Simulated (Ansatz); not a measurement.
CH₄ClGeNO, SMILES `N[C](=O)[GeH2][Cl]`. Charge 0, multiplicity 1. Geometry: relaxed with PBE0-D4/def2-TZVP. It is one conformer, not always the lowest.

```xyz
9

N     0.808   -1.247   -0.467
C     0.806   -0.174    0.341
O     1.703    0.134    1.096
Ge   -0.804    1.002    0.285
Cl   -2.198    0.166   -1.160
H     1.604   -1.866   -0.467
H     0.026   -1.439   -1.069
H    -1.512    1.019    1.641
H    -0.434    2.406   -0.201
```

(1) What is the dipole moment at B3LYP/def2-TZVPP? (Estimate.)

(2) And with PBE, r2SCAN, ωB97M-V? (An estimate is asked.)

(3) Give the Mulliken charges with B3LYP, PBE, r2SCAN in def2-TZVPP. (Best estimate.)

## Answers

(1) Computed: 1.72 D, with components (-0.40, -1.21, -1.15) D in this frame, pointing from negative to positive charge.

(2) Computed: PBE 1.72 D, r2SCAN 1.72 D, ωB97M-V 1.69 D.

(3) The calculation gave: 
```csv
atom,B3LYP,PBE,r2SCAN
N1,-0.23,-0.21,-0.27
C2,0.17,0.12,0.22
O3,-0.32,-0.27,-0.35
Ge4,0.32,0.29,0.33
Cl5,-0.33,-0.31,-0.34
H6,0.17,0.18,0.19
H7,0.17,0.18,0.19
H8,0.02,0.02,0.01
H9,0.02,0.02,0.01
```

B3LYP here is the variant with VWN-RPA as its local correlation; programs differ in this.
